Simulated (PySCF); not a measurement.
# Electronic structure of Ar²⁺ (argon, charge +2) at the UHF level

Configuration: [Ne] 3s2 3p3 3d1, high-spin 5D determinant (an excited configuration). All numbers are calculated (PySCF 2.14, the spin-free X2C one-electron Hamiltonian (Gaussian nucleus), in dyall-acv3z (19s12p6d4f, 113 functions)).

| Quantity | Value |
| --- | --- |
| Total energy | -526.501435 hartree |
| One-electron energy | -710.0511 hartree |
| Hartree (Coulomb) energy | 213.1997 hartree |
| Exchange energy | -29.6500 hartree |
| ⟨S²⟩ | 6.0014 |
| ⟨L²⟩ | 6.028 |
| Sum of ⟨r⟩ | 12.06 bohr |
| Sum of ⟨r²⟩ | 16.79 bohr² |
| Traceless quadrupole moment −½Σ⟨3z² − r²⟩ along its main axis | 1.11 e·bohr² |
| Langevin diamagnetic susceptibility | -13.3 ×10⁻⁶ cm³/mol |

| shell | electrons | mean orbital energy (hartree) | spread (hartree) | rms radius, mean of both spins (bohr) |
| --- | --- | --- | --- | --- |
| 1s α | 1 | -120.38653 | 0 | 0.0991 |
| 1s β | 1 | -120.33575 | 0 | 0.0991 |
| 2s α | 1 | -13.63114 | 0 | 0.445 |
| 2s β | 1 | -13.57638 | 0 | 0.445 |
| 2p α | 3 | -10.81561 | 0.00279 | 0.416 |
| 2p β | 3 | -10.71962 | 0.01366 | 0.416 |
| 3s α | 1 | -2.45734 | 0 | 1.43 |
| 3s β | 1 | -1.96590 | 0 | 1.43 |
| 3p α | 3 | -1.71770 | 0.03383 | 1.56 |
| 3d α | 1 | -0.83988 | 0 | 2.00 |

The outer electron is Rydberg-like, and this basis confines it to a smaller radius and binds it less than a complete one would.

Densities and radii are taken from the X2C orbitals without a picture-change correction, which distorts them close to the nucleus.

Spin-orbit constants ζ (cm⁻¹) from the X2C one-electron operator on these orbitals: bare nucleus, nucleus screened by l(l+1)(2l+1)/3 electrons, and screened by the Breit-Pauli mean field of the electrons.

| shell | bare | screened nucleus | mean field |
| --- | --- | --- | --- |
| 2p | 13210 | 11740 | 11080 |
| 3p | 1258 | 1119 | 1045 |
| 3d | 78.52 | 34.90 | 27.98 |

To first order the Landé constant is A = 6.995 cm⁻¹, so the lowest level has J = 0 and lies 0.00520 eV below the centre of the term. This holds in LS coupling only.
